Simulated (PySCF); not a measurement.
NaSb⁺ from Hartree–Fock to correlated methods

State: ⁴Σ⁻ (quartet), unpaired electrons σ ↑, π ↑↑. Set-up: basis Na def2-SVPD, Sb def2-SVPD with ECP28; scalar-relativistic core potentials; PySCF 2.14. De refers to Na⁺ + Sb in their high-spin ground configurations, without counterpoise correction. The functionals are run spin-unrestricted. A positive dipole points towards Sb; it is taken about the centre of mass and depends on that origin.

| Level | Re (Å) | ωe (cm⁻¹) | De (eV) | μ (D) | CPU s a point (SCF and correlation, without the integrals) |
| --- | --- | --- | --- | --- | --- |
| UHF | 3.462 | 91.2 | 0.260 | -11.42 | 0.15 |
| UHF-MP2 | 3.437 | 94.6 | 0.281 | n/a | 0.25 |
| UHF-SCS-MP2 | 3.438 | 94.5 | 0.278 | n/a | n/a |
| UHF-CCSD | 3.440 | 94.6 | 0.282 | n/a | n/a |
| UHF-CCSD(T) | 3.437 | 95.0 | 0.284 | n/a | 8 |
| PBE | 3.362 | 101 | 0.375 | -10.47 | 0.57 |
| r²SCAN | 3.377 | 98.3 | 0.319 | -10.83 | 0.81 |
| r²SCANh | 3.374 | 98.4 | 0.314 | -10.85 | 0.83 |
| B3LYP | 3.364 | 101 | 0.358 | -10.58 | 0.66 |
| PBE0 | 3.356 | 100 | 0.336 | -10.66 | 1 |
| ωB97X | 3.390 | 92.9 | 0.268 | -11.11 | 0.67 |
| B2PLYP | 3.372 | 100 | 0.327 | -10.82 | 0.57 |

The bond length runs from 3.356 Å (PBE0) to 3.462 Å (UHF). De spans 0.26 eV (UHF, mean field) to 0.38 eV (PBE, GGA). Correlation at CCSD(T) changes the Hartree–Fock bond energy by +0.02 eV; the triples alone change it by +0.00 eV.

Correlated steps freeze 5 core orbitals. The bond is weak. Basis-set superposition, not corrected here, can be much of De in a small basis, most of all at correlated wavefunction levels. Spin–orbit coupling is left out, which matters for elements this heavy, above all for dissociation energies. For an ion De counts to the pair picked by the measured ionisation energies or electron affinities, which need not be the lowest pair at this level. B2PLYP dipoles, levels and charges come from its SCF part alone. The state is the lowest determinant that a PBE0 search found; another state may lie lower at other levels.

The whole job (state search and all levels along the bond) took about 2.8 min on 1 thread of Intel Xeon Platinum 8488C (shared host), peak memory 0.62 GiB.
